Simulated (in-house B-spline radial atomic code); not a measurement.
Values are calculated unless marked as measured or tabulated.
## Ar ion on O atom: potential, deflection and energy transfer

The pair potential comes from two frozen, spherical free-atom densities (PBE, B-spline radial code, scalar-relativistic past argon): electrostatics plus the change in Thomas-Fermi kinetic and Dirac exchange energy where they overlap, the recipe behind the universal ZBL potential, which averages such potentials (from solid-state densities) over many pairs. It is written V = (Z1 Z2 e²/r) φ(r/a), with e² = 14.3996 eV·Å and a = 0.46850 Å/(Z1^0.23 + Z2^0.23); ZBL's fit is φ = 0.18175 e^(−3.1998x) + 0.50986 e^(−0.94229x) + 0.28022 e^(−0.4029x) + 0.02817 e^(−0.20162x). Where φ falls below 4e-4 it is continued as an exponential.

Masses 39.95 and 16.0 u.

```
x = r/a  φ, this pair    φ, ZBL
    0.1        0.9014    0.8928
   0.25         0.783    0.7647
    0.5        0.6399    0.6096
      1        0.4487    0.4164
    1.5        0.3298    0.2995
      2        0.2493    0.2218
      3        0.1524    0.1292
      4       0.09779   0.08026
      5       0.06282   0.05224
    6.5       0.03322   0.02914
      8       0.01912   0.01705
     10      0.009947  0.008778
     12      0.005146   0.00474
   14.5      0.002096  0.002328
     17     0.0007746  0.001212
```

Problem. At x = 1 the electrostatic, kinetic and exchange parts are 5167.31, 2014.03 and -116.68 eV. Find r, V and φ.

Solution. a = 0.46850/(1.9441 + 1.6133) = 0.13170 Å, so r = 0.13170 Å. V = 5167.31 + 2014.03 + (-116.68) = 7064.66 eV. The bare repulsion is 18 × 8 × 14.3996/0.13170 = 15745 eV, so φ = 0.4487, +7.7 % against ZBL's 0.4164. The kinetic (Pauli) term is 29 % of V here.

Problem. The ion comes in at 5.506 keV with impact parameter 0.6585 Å. The scattering integral gives a centre-of-mass angle of 12.9° and a closest approach of 5.285 a. What are the reduced energy, the energy passed on and the laboratory angles?

Solution. ε = E a M2/(Z1 Z2 e² (M1 + M2)) = 5506 × 1.8163e-05 = 0.1. The most that one collision can pass on is γE with γ = 4 M1 M2/(M1 + M2)² = 0.8168. Here T = γE sin²(θ/2) = 0.8168 × 5506 × 0.01263 = 56.78 eV. The ion turns by arctan(sin θ/(cos θ + M1/M2)) = 3.7°, and the struck atom leaves at (180° − θ)/2 = 83.5°. The closest approach is 0.696 Å. With ZBL the angle would be 10.78° and T = 39.7 eV.
